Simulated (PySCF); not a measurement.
A structure optimised at B3LYP-D3(BJ)/def2-SVP, used in a PySCF frequency run:

```xyz
5

W      0.0190    -0.1337    -0.1533
O      1.2184    -0.0299    -1.3540
S      1.0294    -0.4688     1.6996
F     -1.0981    -1.5857    -0.5049
Cl    -1.0436     1.8767    -0.0278
```
Charge 0, spin multiplicity 1.

Q: Write its SMILES and formula.

A: [O]=[W]([F])(=[S])[Cl], ClFOSW

Q: What are its rotational constants (standard atomic weights)?

A: 2.3872, 1.7265, 1.3959 GHz
